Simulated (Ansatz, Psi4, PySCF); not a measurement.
HN, triplet, at a GFN2-xTB geometry. Base run: CCSD(T)/cc-pVDZ run with PySCF.

Input for PySCF:
```python
from pyscf import gto, scf, cc

mol = gto.Mole()
mol.atom = '''
    N    -0.00000000   -0.00000000   -0.12795743
    H     0.00000000    0.00000000    0.89570199
'''
mol.basis = 'cc-pvdz'
mol.spin = 2
mol.verbose = 4
mol.build()

mf = scf.UHF(mol)
mf.kernel()

mycc = cc.CCSD(mf)
mycc.kernel()
et = mycc.ccsd_t()
print('E(CCSD(T)) = %.10f' % (mycc.e_tot + et))
```

The same geometry, method and basis name were run in Ansatz (a quantum-chemistry and plane-wave program) and Psi4 and PySCF, at each program's defaults and at the settings that a row names. The base is PySCF at its defaults. Differences at the defaults can come from grids, fitting, cores and function types together.

| code and settings | ΔE vs base (mEh) | basis functions | E (Eh) | SCF cycles |
|---|---|---|---|---|
| PySCF, defaults (exact integrals, spherical functions, all electrons correlated) | 0.000 | 19 | -55.09261 | 10 |
| Psi4, defaults (exact integrals, spherical functions, all electrons correlated) | 0.000 | 19 | -55.09261 | 11 |
| Ansatz, defaults (factorised integrals, spherical functions, frozen core) | 1.735 | 19 | -55.09087 | - |
| PySCF, frozen core | 1.736 | 19 | -55.09087 | 10 |
| Psi4, exact integrals, spherical functions, frozen core | 1.736 | 19 | -55.09087 | 11 |
| Ansatz, high accuracy, frozen core | 1.736 | 19 | -55.09087 | - |

Open shells are given as the SCF converged; they aren't shown to be the lowest states, and a large step between rows can be another state.
